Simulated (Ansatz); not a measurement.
An input meant for the cluster Ti4 (charge 0, singlet; with a point charge).

```yaml
crystal:
  periodic: [false, false, false]
  atoms:
    - {symbol: Ti, position_ang: [0.042473, -0.755853, 1.312999]}
    - {symbol: Ti, position_ang: [-1.442057, 0.234569, -0.400350]}
    - {symbol: Ti, position_ang: [0.695395, -0.809926, -1.080287]}
    - {symbol: Ti, position_ang: [0.704189, 1.331210, 0.167637]}
basis:
  gaussian: {orbitals: def2-SVP, point_charges: [{charge: -1.00, position_ang: [4.368, -0.395, -0.485]}]}
magnetization: {spin_polarized: true, initial_magnetization: 6}
hamiltonian: {xc: {name: SVWN5}}
output: {forces: true}
```

```sh
$ ansatz run in.yaml --threads 4 --pin off --events-out ev --progress --plain --max-ram 8704MiB
```

Output, abridged:

```
Functional definition: SVWN5
1520 factors; their error is unknown
mean field evaluation 1: about -92162.3368 eV, gradient 1.1e2 eV
mean field evaluation 2: about -91242.4873 eV, gradient 3.7e2 eV
mean field evaluation 4: about -91823.7476 eV, gradient 2.5e2 eV
mean field evaluation 8: about -92222.5913 eV, gradient 5.0e0 eV
mean field evaluation 16: about -92223.6515 eV, gradient 1.6e-1 eV
mean field evaluation 32: about -92223.6558 eV, gradient 2.0e-6 eV
mean field evaluation 64: about -92223.6111 eV, gradient 2.3e0 eV
mean field evaluation 96: about -92222.8284 eV, gradient 5.1e-1 eV
mean field evaluation 128: about -92223.5960 eV, gradient 1.9e0 eV
mean field -92223.65580872 eV, -3389.1568395313 hartree, gradient 5.9e-8 eV, S^2 12.022766; 10 other end points of the search recorded, 0 dependent functions left out
reference -92223.65584254 eV, -3389.1568407744 hartree; 47, 41 occupied and 77, 83 virtual orbitals, 1520 factors
Total energy: -92223.65584254 eV, -3389.1568407744 hartree
Atom 0 at     0.042473    -0.755853     1.312999 Å, force    -0.095820     0.766842    -0.373920 eV/Å
Atom 1 at    -1.442057     0.234569    -0.400350 Å, force     0.833876    -0.235442     0.071007 eV/Å
Atom 2 at     0.695395    -0.809926    -1.080287 Å, force     0.009449     0.256851     0.096076 eV/Å
Atom 3 at     0.704189     1.331210     0.167637 Å, force    -0.289171    -0.804858     0.313346 eV/Å
Dipole moment:     1.114066    -0.080525    -0.217595 e Å
```

In this input the spin is set far too high (6 unpaired electrons typed, 0 in the singlet as meant). The calculation finished and met its thresholds. The result belongs to that input, not to the species as meant.
